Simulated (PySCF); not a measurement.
Species: C₂H₈BF₂NSi.
Structure used (PBE0-D3(BJ)/def2-SVP), in Å, numbered top down from 1:
```xyz
15
C2H8BF2NSi angstrom
F     -2.7386    1.8479    0.1262
B     -2.4872    0.7081   -0.4964
F     -3.3864    0.3183   -1.3812
C     -1.2217   -0.1441   -0.1710
C     -0.0520    0.6267    0.4450
N      1.0602   -0.1882    0.8753
Si     2.3301   -0.7359   -0.1677
H     -1.5656   -0.9186    0.5436
H     -0.9070   -0.7075   -1.0651
H      0.3236    1.3598   -0.2904
H     -0.4203    1.2311    1.2917
H      0.8668   -0.7408    1.7036
H      2.9152    0.4466   -0.8721
H      3.3498   -1.4034    0.6943
H      1.9225   -1.7131   -1.2358
```

Method used: PySCF, PBE0-D3(BJ)/def2-SVP geometry optimisation, gas phase.

Masses are those of the commonest isotopes; rigid-rotor values at the optimised geometry. The values belong to one conformer with, in the numbering `[F:1][B:2]([F:3])[CH2:4][CH2:5][NH:6][SiH3:7]`, F1–B2–C4–C5 -24°, B2–C4–C5–N6 174°, C4–C5–N6–Si7 84°.

Question: Give the principal moments of inertia and the rotational constants in MHz.

Answer: Ia = 90.89, Ib = 682.16, Ic = 738.37 u·Å²; 505379 MHz·u·Å²/I gives A = 5560, B = 740.8, C = 684.5 MHz.

Question: Classify the top.

Answer: A near-prolate asymmetric top. Ray's parameter κ = (2B − A − C)/(A − C) = -0.977; −1 is the prolate and +1 the oblate limit.

Question: What does the inertial defect say?

Answer: Not planar: Δ = Ic − Ia − Ib = -34.69 u·Å². For a rigid frame Δ = −2 Σ m c², so Σ m c² = 17.34 u·Å² lies off the ab plane: 9.05 from hydrogen and 8.30 from heavier atoms. The atom farthest from that plane is 1.69 Å away.

Question: Give the other two planar moments, Paa and Pbb, and the rms extents of the mass along the axes.

Answer: Paa = Σ m a² = (Ib + Ic − Ia)/2 = 664.82 and Pbb = Σ m b² = (Ia + Ic − Ib)/2 = 73.55 u·Å². With the mass M = 123.05 u, the rms extents √(P/M) along a, b and c are 2.32, 0.77, 0.38 Å.

Question: Where do the levels up to J = 3 lie, in MHz?

Answer: Above 0(0,0):
J = 1: 1(0,1) 1425, 1(1,1) 6245, 1(1,0) 6301
J = 2: 2(0,2) 4275, 2(1,2) 9039, 2(1,1) 9208, 2(2,1) 23666, 2(2,0) 23667
J = 3: 3(0,3) 8549, 3(1,3) 13230, 3(1,2) 13568, 3(2,2) 27942, 3(2,1) 27945, 3(3,1) 52180, 3(3,0) 52180
The levels of one J sum to (2J + 1)J(J + 1)(A + B + C)/3.

Question: Which lines would a microwave search look for?

Answer: The dipole components are |μa| = 0.65 D, |μb| = 0.14 D, |μc| = 1.19 D. Intensities carry the squares of the components, which stand as 0.30 : 0.01 : 1.00 (a : b : c). Some lines, for components of 0.1 D or more:

```csv
type,branch,"J(Ka,Kc)",MHz,lower level (cm⁻¹)
a,Q,"3(1,2) ← 3(1,3)",338,0.441
a,R,"1(0,1) ← 0(0,0)",1425,0.000
a,R,"2(1,2) ← 1(1,1)",2794,0.208
a,R,"2(1,1) ← 1(1,0)",2907,0.210
a,R,"3(0,3) ← 2(0,2)",4274,0.143
a,R,"3(1,2) ← 2(1,1)",4360,0.307
c,Q,"1(1,1) ← 1(0,1)",4819,0.048
b,Q,"1(1,0) ← 1(0,1)",4876,0.048
b,R,"1(1,1) ← 0(0,0)",6245,0.000
b,R,"2(1,2) ← 1(0,1)",7614,0.048
c,R,"2(1,1) ← 1(0,1)",7783,0.048
b,R,"3(1,3) ← 2(0,2)",8955,0.143
c,R,"3(1,2) ← 2(0,2)",9293,0.143
b,Q,"3(2,1) ← 3(1,2)",14376,0.453
c,Q,"2(2,1) ← 2(1,1)",14458,0.307
b,Q,"2(2,0) ← 2(1,1)",14459,0.307
b,Q,"2(2,1) ← 2(1,2)",14627,0.302
b,Q,"3(2,2) ← 3(1,3)",14712,0.441
c,R,"2(2,0) ← 1(1,0)",17366,0.210
c,R,"3(2,2) ← 2(1,2)",18903,0.302
b,Q,"3(3,1) ← 3(2,2)",24238,0.932
b,R,"3(3,1) ← 2(2,0)",28514,0.789
b,R,"3(3,0) ← 2(2,1)",28514,0.789
```

Question: Estimate the classical rotational partition function at 50 K, 100 K and 200 K.

Answer: Point group C1, symmetry number σ = 1; q = (√π/σ)·√((kT/h)³/(ABC)), k/h = 20836.6 MHz/K: 35500 at 50 K, 100000 at 100 K, 284000 at 200 K.

Not checked by PBE0-D3(BJ)/def2-SVP frequencies. No vibrational averaging or centrifugal distortion is included, and the geometry carries the error of its method. A rigid rotor knows nothing of inversion at nitrogen or internal rotation, which can split or shift real lines. Quadrupole hyperfine structure (11B, 14N) is left out.
